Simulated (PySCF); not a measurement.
How methods differ on the excitation energy of Sn

Sn [Kr] 4d10 5s2 5p2 (3P) → Sn [Kr] 4d10 5s2 5p1 5d1 (high-spin determinant), as a difference of total energies. Computed with PySCF 2.14 in dyall-av2z, with the non-relativistic Hamiltonian (point nucleus). Correlated levels: valence: [Kr] 4d10 frozen; virtual orbitals above 40 to 60 times the deepest correlated orbital energy dropped. The calculations carry no spin-orbit coupling.

```json
{"method": "UHF", "excitation energy (eV)": "6.255"}
{"method": "LDA", "excitation energy (eV)": "5.783"}
{"method": "PBE", "excitation energy (eV)": "5.601"}
{"method": "PBE0", "excitation energy (eV)": "5.834"}
{"method": "r2SCAN", "excitation energy (eV)": "5.959"}
{"method": "TPSS", "excitation energy (eV)": "5.713"}
{"method": "M06-2X", "excitation energy (eV)": "5.940"}
{"method": "B97-3", "excitation energy (eV)": "5.784"}
{"method": "MP2 (valence)", "excitation energy (eV)": "6.273"}
{"method": "SCS-MP2 (valence)", "excitation energy (eV)": "6.232"}
```

A first-order spin-orbit estimate (lowest level to lowest level, LS coupling) adds 0.041 eV.

The promoted electron is Rydberg-like, and one or two diffuse shells describe it only roughly, which tends to raise the upper state.

In the upper state the promoted electron has a positive orbital energy at LDA, PBE, r2SCAN, TPSS, so the basis confines it.

The determinant of the upper state mixes LS terms, which raises its energy above the lowest term, most at the Hartree-Fock and MP2 levels.
